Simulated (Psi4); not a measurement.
Psi4 input (wB97X-D/6-31G*):

```
memory 1500 MB

molecule {
1 2
C    -0.89760600    0.78145500    1.74876200
Si   -0.21881000    0.30457500    0.06396200
C    -0.73372800    1.55934600   -1.23537800
P    -0.92833600   -1.80209400   -0.39955700
P     2.04947600    0.33331700    0.18998500
H    -1.98982100    0.79912500    1.73400400
H    -0.58340200    0.07294400    2.51687400
H    -0.54742900    1.77465500    2.03784900
H    -0.33617600    1.29589000   -2.21678000
H    -0.37058900    2.55677700   -0.97665800
H    -1.82213800    1.60162700   -1.31425700
H    -0.45531300   -1.77806400   -1.73719700
H    -2.24769300   -1.41456100   -0.76184600
H     2.24391200   -0.31893200   -1.05560800
H     2.14289900   -0.86667000    0.94141900
symmetry c1
no_reorient
no_com
}

set {
  basis 6-31G*
  reference uks
  scf_type pk
  dft_radial_points 99
  dft_spherical_points 590
  e_convergence 1e-8
  d_convergence 1e-7
  maxiter 150
}

e = energy('wb97x-d')
print_out(f'\nFINAL {e:.10f} DIPOLE {variable("CURRENT DIPOLE")[0]:.6f} {variable("CURRENT DIPOLE")[1]:.6f} {variable("CURRENT DIPOLE")[2]:.6f}\n')
```

Output:

```
   => Loading Basis Set <=

    Name: 6-31G*
    Role: ORBITAL
    Keyword: BASIS
    atoms 1, 3 entry C          line   111 file 6-31gs.gbs
    atoms 2    entry SI         line   268 file 6-31gs.gbs
    atoms 4-5  entry P          line   292 file 6-31gs.gbs
    atoms 6-15 entry H          line    44 file 6-31gs.gbs

   => WB97X-D: Empirical Dispersion <=

    Chai and Head-Gordon Dispersion Correction
    Chai, J.-D.; Head-Gordon, M. (2010), J. Chem. Phys., 132: 6615-6620

        s6 =       1.000000

         ---------------------------------------------------------
                                   SCF
               by Justin Turney, Rob Parrish, Andy Simmonett
                          and Daniel G. A. Smith
                              UKS Reference
         ---------------------------------------------------------

  ==> Geometry <==

    Molecular point group: c1
    Full point group: C1

    Geometry (in Angstrom), charge = 1, multiplicity = 2:

       Center              X                  Y                   Z               Mass
    ------------   -----------------  -----------------  -----------------  -----------------
         C           -0.897606000000     0.781455000000     1.748762000000    12.000000000000
         SI          -0.218810000000     0.304575000000     0.063962000000    27.976926534650
         C           -0.733728000000     1.559346000000    -1.235378000000    12.000000000000
         P           -0.928336000000    -1.802094000000    -0.399557000000    30.973761998420
         P            2.049476000000     0.333317000000     0.189985000000    30.973761998420
         H           -1.989821000000     0.799125000000     1.734004000000     1.007825032230
         H           -0.583402000000     0.072944000000     2.516874000000     1.007825032230
         H           -0.547429000000     1.774655000000     2.037849000000     1.007825032230
         H           -0.336176000000     1.295890000000    -2.216780000000     1.007825032230
         H           -0.370589000000     2.556777000000    -0.976658000000     1.007825032230
         H           -1.822138000000     1.601627000000    -1.314257000000     1.007825032230
         H           -0.455313000000    -1.778064000000    -1.737197000000     1.007825032230
         H           -2.247693000000    -1.414561000000    -0.761846000000     1.007825032230
         H            2.243912000000    -0.318932000000    -1.055608000000     1.007825032230
         H            2.142899000000    -0.866670000000     0.941419000000     1.007825032230

  Running in c1 symmetry.

  Rotational constants: A =      0.07718  B =      0.05365  C =      0.04602 [cm^-1]
  Rotational constants: A =   2313.89122  B =   1608.32068  C =   1379.68926 [MHz]
  Nuclear repulsion =  360.872638499691561

  Charge       = 1
  Multiplicity = 2
  Electrons    = 65
  Nalpha       = 33
  Nbeta        = 32
[...]
      91A      1.207271    92A      1.234924    93A      1.612640
      94A      1.636279    95A      1.685777    96A      1.717372
      97A      2.049660    98A      2.159149    99A      2.200003
     100A      2.204002   101A      2.210167   102A      2.211546
     103A      2.894112   104A      3.299594   105A      3.310629
     106A      4.107650   107A      4.147057

    Beta Occupied:

       1A    -77.448755     2A    -77.440034     3A    -66.489376
       4A    -10.446035     5A    -10.441097     6A     -6.885651
       7A     -6.877422     8A     -5.601444     9A     -5.032403
      10A     -5.031233    11A     -5.029560    12A     -5.023924
      13A     -5.023528    14A     -5.020383    15A     -3.947993
      16A     -3.945440    17A     -3.943202    18A     -0.987493
      19A     -0.944044    20A     -0.930708    21A     -0.918675
      22A     -0.731940    23A     -0.677712    24A     -0.670181
      25A     -0.663416    26A     -0.654647    27A     -0.641621
      28A     -0.635981    29A     -0.599954    30A     -0.577317
      31A     -0.558326    32A     -0.503667

    Beta Virtual:

      33A     -0.336219    34A     -0.099221    35A     -0.083071
      36A     -0.076525    37A     -0.049918    38A     -0.035504
      39A     -0.033471    40A     -0.014925    41A      0.003369
      42A      0.059118    43A      0.080123    44A      0.089931
      45A      0.095854    46A      0.098803    47A      0.120960
      48A      0.160620    49A      0.202633    50A      0.203169
      51A      0.210342    52A      0.229614    53A      0.241074
      54A      0.276634    55A      0.282592    56A      0.293966
      57A      0.324568    58A      0.369355    59A      0.388953
      60A      0.443365    61A      0.467873    62A      0.504220
      63A      0.533893    64A      0.546088    65A      0.557191
      66A      0.569852    67A      0.573788    68A      0.593852
      69A      0.603313    70A      0.617606    71A      0.643715
      72A      0.655960    73A      0.694622    74A      0.717337
      75A      0.733121    76A      0.735503    77A      0.750112
      78A      0.802881    79A      0.838263    80A      0.841365
      81A      0.855980    82A      0.866050    83A      0.870684
      84A      0.892103    85A      0.935771    86A      0.959643
      87A      1.001745    88A      1.043572    89A      1.059187
      90A      1.083555    91A      1.207964    92A      1.235382
      93A      1.612693    94A      1.637009    95A      1.686474
      96A      1.717446    97A      2.050418    98A      2.159515
      99A      2.200613   100A      2.204151   101A      2.210458
     102A      2.211668   103A      2.896181   104A      3.308242
     105A      3.318525   106A      4.107831   107A      4.147191

    Final Occupation by Irrep:
              A
    DOCC [    32 ]
    SOCC [     1 ]
    NA   [    33 ]
    NB   [    32 ]

  @UKS Final Energy: -1054.04641355911690

   => Energetics <=

    Nuclear Repulsion Energy =            360.8726384996915613
    One-Electron Energy =               -2160.3568465795970042
    Two-Electron Energy =                 804.0182109937820769
    DFT Exchange-Correlation Energy =     -58.5729426182383506
    Empirical Dispersion Energy =          -0.0074738547553328
    VV10 Nonlocal Energy =                  0.0000000000000000
    Total Energy =                      -1054.0464135591168997

  UHF NO Occupations:
  HONO-2 :   31  A 1.9993543
  HONO-1 :   32  A 1.9918328
  HONO-0 :   33  A 1.0000000
  LUNO+0 :   34  A 0.0081672
  LUNO+1 :   35  A 0.0006457
  LUNO+2 :   36  A 0.0001423
  LUNO+3 :   37  A 0.0000697

Computation Completed

Properties will be evaluated at   0.000000,   0.000000,   0.000000 [a0]

Properties computed using the SCF density matrix

 Multipole Moments:

 ------------------------------------------------------------------------------------
     Multipole            Electronic (a.u.)      Nuclear  (a.u.)        Total (a.u.)
 ------------------------------------------------------------------------------------

 L = 1.  Multiply by 2.5417464519 to convert [e a0] to [Debye]
 Dipole X            :          0.2233190            0.0000113            0.2233303
 Dipole Y            :         -0.2925145           -0.0000151           -0.2925296
 Dipole Z            :         -0.3386815           -0.0000151           -0.3386966
 Magnitude           :                                                    0.5001654

 ------------------------------------------------------------------------------------

FINAL -1054.0464135591 DIPOLE 0.223330 -0.292530 -0.338697

*** Psi4 exiting successfully. Buy a developer a beer!
```

The dipole moment of an ion depends on the origin.

The geometry given is a B3LYP-D3(BJ)/def2-TZVP minimum of the species of charge 0 and multiplicity 1, not of this state.
